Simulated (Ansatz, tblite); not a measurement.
Spin states of Ga3Sb2⁺, each relaxed with r2SCAN-D4/def2-SVP in Ansatz. Electronic energies in the gas phase.

In the def2 sets Sb takes a core potential; there is no spin–orbit coupling. The xTB rows come from tblite. The structure comes from a short search, and lower isomers may exist.

Singlet geometry (Cs within 0.1 Å):

Cartesian coordinates in Å:
```
Ga 1.473 1.637 -0.640
Ga -2.180 -0.928 2.019
Ga 1.360 -0.511 -2.049
Sb 0.621 -0.658 1.098
Sb -1.274 0.460 -0.428
```

Triplet geometry (Cs within 0.1 Å):

```
atom    x (Å)    y (Å)    z (Å)
 Ga1   1.1063   1.5812   1.5167
 Ga2  -1.4859  -1.9433   0.0770
 Ga3   0.6071   0.4935  -2.3458
 Sb4   1.0808  -0.8922   0.2517
 Sb5  -1.3082   0.7608   0.5005
```

Quintet geometry (C2v within 0.1 Å):

```csv
atom,x (Å),y (Å),z (Å)
Ga1,-1.330,-0.439,-1.642
Ga2,0.990,-1.084,2.328
Ga3,0.111,1.774,-1.225
Sb4,-1.020,0.470,1.029
Sb5,1.249,-0.720,-0.490
```

⟨S²⟩: triplet 2.03 at PBE0-D4/def2-TZVP (pure 2.00), quintet 6.02 at PBE0-D4/def2-TZVP (pure 6.00).

Run but left out: HF/STO-3G (singlet: restricted singlet, unstable in another Hartree–Fock run and untested here); HF/def2-TZVP (singlet: restricted singlet, unstable towards broken spin symmetry); MP2/def2-TZVP (triplet: ⟨S²⟩ 2.19, where a pure state has 2.00).

Only these spin states were relaxed. The triplet has other bonds than the singlet, so the gap mixes isomer and spin. The quintet has other bonds than the singlet, so the gap mixes isomer and spin.

```
                level  triplet − singlet (kcal/mol)  quintet − singlet (kcal/mol)  lowest of these
             GFN1-xTB                          27.6                          74.2          singlet
             GFN2-xTB                          22.8                          79.4          singlet
LDA (SPW92)/def2-TZVP                           8.0                          38.0          singlet
     PBE-D4/def2-TZVP                           5.0                          34.9          singlet
  r2SCAN-D4/def2-TZVP                           1.1                          25.4          singlet
    PBE0-D4/def2-TZVP                           2.3                          28.8          singlet
```

Change of the quintet − singlet gap on mixing in exact exchange, in kcal/mol: PBE to PBE0 (25 % exact exchange) -6.1.

The xTB methods have no term that favours high spin, so they put low spin too low.
